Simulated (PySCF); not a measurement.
How methods differ on the ionisation energy of Cd

Cd [Kr] 4d10 5s2 (1S) → Cd⁺ [Kr] 4d10 5s1 (2S), as a difference of total energies. Calculation: PySCF 2.14, in aug-cc-pVDZ-PP with ECP28MDF (5s5p4d2f, 54 functions); a scalar-relativistic core potential. Correlated levels: valence: 4s2 4p6 frozen. The calculations carry no spin-orbit coupling.

```csv
method,ionisation energy (eV),error (eV)
UHF,7.401,-1.593
LDA,9.599,+0.605
PBE,9.209,+0.215
PBE0,8.913,-0.081
r2SCAN,9.046,+0.052
MN15,9.237,+0.243
revPBE,9.069,+0.075
HSE06,8.965,-0.029
M06-2X,8.856,-0.138
MP2 (valence),8.871,-0.123
SCS-MP2 (valence),8.847,-0.147
```

Reference: 8.994 eV (measured; NIST Atomic Spectra Database, ionization energies).

Errors of the correlated levels include the incompleteness of this basis and the frozen core.
